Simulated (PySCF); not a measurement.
**Ag (silver, neutral) across methods**

[Kr] 4d10 5p1, 2P determinant (an excited configuration). All numbers are calculated (PySCF 2.14, scalar relativity by spin-free X2C-1e, in x2c-TZVPPall with one added diffuse shell each of s, p, d, f type (9s7p7d3f1g, 95 functions)).

```json
{"method": "r2SCAN", "E (hartree)": "-5315.25", "mean ε 4d α (eV)": "-9.604", "mean ε 4d β (eV)": "-9.553", "mean ε 5p α (eV)": "-2.125", "Σ⟨r²⟩ (bohr²)": "61.24", "⟨S²⟩": "0.756"}
{"method": "r2SCAN0", "E (hartree)": "-5315.23", "mean ε 4d α (eV)": "-11.451", "mean ε 4d β (eV)": "-11.412", "mean ε 5p α (eV)": "-2.514", "Σ⟨r²⟩ (bohr²)": "61.81", "⟨S²⟩": "0.755"}
{"method": "PBE", "E (hartree)": "-5314.85", "mean ε 4d α (eV)": "-9.427", "mean ε 4d β (eV)": "-9.357", "mean ε 5p α (eV)": "-2.064", "Σ⟨r²⟩ (bohr²)": "62.14", "⟨S²⟩": "0.753"}
{"method": "BHandHLYP", "E (hartree)": "-5315.23", "mean ε 4d α (eV)": "-13.090", "mean ε 4d β (eV)": "-13.059", "mean ε 5p α (eV)": "-2.751", "Σ⟨r²⟩ (bohr²)": "63.42", "⟨S²⟩": "0.752"}
{"method": "LDA", "E (hartree)": "-5309.75", "mean ε 4d α (eV)": "-9.608", "mean ε 4d β (eV)": "-9.539", "mean ε 5p α (eV)": "-2.099", "Σ⟨r²⟩ (bohr²)": "60.90", "⟨S²⟩": "0.752"}
{"method": "PBE0", "E (hartree)": "-5314.92", "mean ε 4d α (eV)": "-11.311", "mean ε 4d β (eV)": "-11.258", "mean ε 5p α (eV)": "-2.484", "Σ⟨r²⟩ (bohr²)": "62.72", "⟨S²⟩": "0.753"}
{"method": "UHF", "E (hartree)": "-5312.69944", "mean ε 4d α (eV)": "-16.248", "mean ε 4d β (eV)": "-16.253", "mean ε 5p α (eV)": "-3.316", "Σ⟨r²⟩ (bohr²)": "68.51", "⟨S²⟩": "0.754"}
{"method": "wB97X", "E (hartree)": "-5315.41", "mean ε 4d α (eV)": "-13.847", "mean ε 4d β (eV)": "-13.827", "mean ε 5p α (eV)": "-3.557", "Σ⟨r²⟩ (bohr²)": "63.65", "⟨S²⟩": "0.752"}
{"method": "M06-2X", "E (hartree)": "-5315.70", "mean ε 4d α (eV)": "-13.362", "mean ε 4d β (eV)": "-13.339", "mean ε 5p α (eV)": "-2.896", "Σ⟨r²⟩ (bohr²)": "62.70", "⟨S²⟩": "0.750"}
```
